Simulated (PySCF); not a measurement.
Job file and geometry (Å, from GFN2-xTB) of an NMR shielding run on `CB(C)c1cccc(C)c1`, C9H13B, GIAO PBE0/pcSseg-1 NMR shielding, non-relativistic, gas phase (PySCF); density fitting, a coarse starting grid and PySCF grid level 2 are the driver's defaults:

```
{"job": {"kind": "nmr", "xc": "PBE0", "basis": "pcSseg-1"}, "charge": 0, "multiplicity": 1}
C     -3.032859    -0.753686    -0.240735
B     -1.837819     0.254033    -0.023170
C     -2.157881     1.741028     0.405419
C     -0.355947    -0.196135    -0.228285
C     -0.021564    -1.219572    -1.121218
C      1.290772    -1.608765    -1.310194
C      2.306400    -1.003736    -0.591326
C      2.015976     0.008733     0.315373
C      3.115424     0.676570     1.087229
C      0.696320     0.404425     0.470364
H     -2.740702    -1.799510    -0.291006
H     -3.538069    -0.512183    -1.176930
H     -3.788942    -0.655043     0.536607
H     -3.206717     2.007661     0.297624
H     -1.566675     2.469955    -0.146251
H     -1.903596     1.879853     1.456845
H     -0.803856    -1.703400    -1.687468
H      1.527250    -2.394678    -2.013742
H      3.330864    -1.318884    -0.733315
H      3.560262     1.474641     0.491167
H      3.900797    -0.034836     1.334700
H      2.733403     1.114129     2.006822
H      0.472406     1.196384     1.171569
```

Problem. What does the program print?

Solution. 
```
coarse grid: 18920 points
cycle   1  E = -375.0045571455  dE =  1.354e+00  |g| = 5.438e-01  |ddm| = 4.445e+00
cycle   2  E = -375.0023731830  dE =  2.184e-03  |g| = 5.615e-01  |ddm| = 1.235e+00
cycle   3  E = -375.0867794724  dE = -8.441e-02  |g| = 5.925e-02  |ddm| = 6.182e-01
cycle   4  E = -375.0871634206  dE = -3.839e-04  |g| = 4.707e-02  |ddm| = 1.098e-01
cycle   5  E = -375.0877886631  dE = -6.252e-04  |g| = 5.100e-03  |ddm| = 5.275e-02
cycle   6  E = -375.0877941713  dE = -5.508e-06  |g| = 1.940e-03  |ddm| = 6.010e-03
final grid: 181920 points
cycle   7  E = -375.1445396176  dE = -5.747e-05  |g| = 9.930e-03  |ddm| = 6.513e-02
cycle   8  E = -375.1445358568  dE =  3.761e-06  |g| = 1.074e-02  |ddm| = 2.125e-02
cycle   9  E = -375.1445655364  dE = -2.968e-05  |g| = 1.223e-03  |ddm| = 1.102e-02
cycle  10  E = -375.1445659101  dE = -3.737e-07  |g| = 3.630e-04  |ddm| = 1.580e-03
cycle  11  E = -375.1445659446  dE = -3.454e-08  |g| = 1.022e-04  |ddm| = 4.386e-04
cycle  12  E = -375.1445659470  dE = -2.427e-09  |g| = 2.997e-05  |ddm| = 1.169e-04
cycle  13  E = -375.1445659473  dE = -2.076e-10  |g| = 6.057e-06  |ddm| = 3.304e-05
converged SCF energy = -375.1445659473

GIAO shielding tensors (ppm)
atom      isotropic    diamagn.    paramagn.     s11        s22        s33       span
  0 C      172.467     253.570     -81.103    154.561    176.349    186.492     31.930
  1 B       19.471     188.724    -169.253    -43.718    -13.870    116.002    159.719
  2 C      174.635     253.911     -79.275    159.088    177.962    186.855     27.768
  3 C       35.970     256.667    -220.697    -49.160    -30.569    187.638    236.798
  4 C       50.240     255.144    -204.904    -58.169     32.413    176.477    234.647
  5 C       53.897     255.224    -201.326    -57.525     43.662    175.555    233.080
  6 C       48.848     253.135    -204.287    -57.892     39.558    164.879    222.771
  7 C       45.001     262.873    -217.872    -59.837     17.478    177.363    237.201
  8 C      162.643     244.466     -81.823    140.226    158.507    189.197     48.971
  9 C       47.283     256.129    -208.847    -56.462     39.177    159.133    215.594
 10 H       30.313      32.743      -2.430     25.460     30.464     35.015      9.555
 11 H       30.634      29.568       1.065     26.506     29.277     36.118      9.613
 12 H       30.509      29.732       0.778     26.480     29.525     35.524      9.044
 13 H       30.530      29.814       0.716     26.314     29.837     35.439      9.125
 14 H       30.596      32.624      -2.028     26.199     30.452     35.137      8.938
 15 H       30.544      31.752      -1.208     25.620     30.107     35.905     10.285
 16 H       23.897      34.518     -10.620     19.738     23.001     28.954      9.216
 17 H       24.057      30.951      -6.894     20.525     24.534     27.113      6.588
 18 H       24.089      32.409      -8.320     20.540     23.361     28.366      7.825
 19 H       28.859      27.622       1.237     25.646     26.080     34.853      9.207
 20 H       29.238      27.886       1.352     24.179     28.558     34.977     10.798
 21 H       29.395      29.384       0.011     24.216     29.324     34.645     10.429
 22 H       23.945      37.331     -13.387     19.515     21.617     30.702     11.186
```

Size and cost of the density-fitted run: 235 basis functions, 38 s wall time on 1 thread of an x86-64 server CPU, shared host.
